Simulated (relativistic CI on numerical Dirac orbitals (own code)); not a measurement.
## Ti²⁺ in a cubic cluster: L2,3 absorption with charge transfer

Computed with a charge-transfer multiplet model of a cubic metal-ligand cluster with up to one ligand hole, Slater and spin-orbit integrals from Dirac-Coulomb-Breit ions, Slater integrals scaled by 0.9. The ground state mixes d2 with configurations of k ligand holes L, whose averages lie at kΔ + k(k − 1)U_dd/2; a core hole lowers each added d electron by U_cd. 300 K, Lorentzian 0.4 eV and Gaussian 0.3 eV FWHM.

Atomic integrals in eV (Slater integrals scaled, ζ unscaled), ground: F2dd 7.400, F4dd 4.602, zeta_d 0.013; with the core hole: F2dd 8.239, F4dd 5.130, zeta_d 0.022, zeta_core 3.746, F2cd 4.410, G1cd 3.131, G3cd 1.774.

Cluster parameters (eV): U_dd = 4.2, U_cd = 5, 10Dq = 0.25, 10Dq(ligand) = 0.3, V(eg) = 1.9, V(t2g) = -0.86, final-state hopping factor = 1.

| Case | n_d | d2 | d3L | S |
| --- | --- | --- | --- | --- |
| Δ = 6.4 eV | 2.20 | 0.80 | 0.20 | 1.00 |
| Δ = 7.4 eV | 2.17 | 0.83 | 0.17 | 1.00 |
| Δ = 8.4 eV | 2.15 | 0.85 | 0.15 | 1.00 |

Weights, n_d and S are thermal averages at 300 K. Photon energies count from the first peak over 30 % of the highest in each spectrum, which can be another peak from case to case. The parameters are a model scan and need not match a compound or its usual spin state. Peaks in eV (height, largest 100):
- Δ = 6.4 eV: -2.4 (8), 0.0 (100), 1.2 (34), 3.7 (32), 4.8 (41), 5.1 (41), 6.3 (59)
- Δ = 7.4 eV: -2.4 (8), 0.0 (100), 1.2 (34), 4.0 (33), 4.7 (40), 5.3 (42), 6.4 (61)
- Δ = 8.4 eV: -2.4 (8), 0.0 (100), 1.2 (34), 3.9 (33), 4.6 (40), 5.3 (41), 6.4 (62)

For the case Δ = 8.4 eV, Δ = 8.4 eV is larger than U_dd = 4.2 eV, the Mott-Hubbard side of the Zaanen-Sawatzky-Allen scheme. With the core hole the configuration with one ligand hole lies at Δ + U_dd − U_cd = 5.6, 6.6, 7.6 eV from the one without, in the order of the table; where this is negative the screened configuration lies lower.

With at most 1 ligand hole the space is cut while the next configuration still counts, so covalency is underestimated, and a final configuration with one more ligand hole, which can lie low, is missing from the spectra.
